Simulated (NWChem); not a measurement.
BH2F; SMILES BF

```xyz
4

B      0.0000     0.0000     0.6614
H      0.0000    -1.0578     1.2202
H      0.0000     1.0578     1.2202
F      0.0000     0.0000    -0.6624
```
Atoms are numbered in this order, from 1.

Structure relaxed at the B3LYP/6-31G* (spherical d) level.

 Unshifted, non-relativistic core excitations; the lowest 4 roots alone, so stronger bands may lie above.

List the first B K-edge excitations from PBE/def2-TZVP, restricted-window TDA (NWChem).


```
state  energy (eV)  dipole oscillator strength           leading excitation (squared amplitude)
-----  -----------  --------------------------  -----------------------------------------------
S1           176.7                      0.0482    1s of atom 1 or its equivalents → LUMO (1.00)
S2           179.6                      0.0055  1s of atom 1 or its equivalents → LUMO+1 (1.00)
S3           180.5                      0.0006  1s of atom 1 or its equivalents → LUMO+2 (0.96)
S4           181.1                      0.0090  1s of atom 1 or its equivalents → LUMO+3 (1.00)
```
